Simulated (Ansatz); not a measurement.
A run for Ansatz (a program for electronic structure): RO-CCSD(T)/6-31G on AlO, 2S+1 = 2, a point of a bond scan (R = 1.627 Å).

Ansatz 0.2 input:
```yaml
crystal:
  periodic: [false, false, false]
  atoms:
    - {symbol: Al, position_ang: [-0.00000000, -0.00000000, -0.61996312]}
    - {symbol: O, position_ang: [0.00000000, 0.00000000, 1.00744008]}
basis:
  gaussian:
    orbitals: 6-31G
    pivot_positions_ang: [[-0.00000000, -0.00000000, -0.61996312], [0.00000000, 0.00000000, 1.00744008]]
magnetization: {spin_polarized: false, initial_magnetization: 1}
correlation: {method: ccsd_t, electrons: outside_noble_gas}
scf: {omitted_lower_state_checks: [cluster_reference]}
output: {orbitals: {seedname: ./end}}
```

### Question
Give the final energy of this run.

### Answer
-316.8212 hartree (reference determinant -316.6894, T1 diagnostic 0.021).
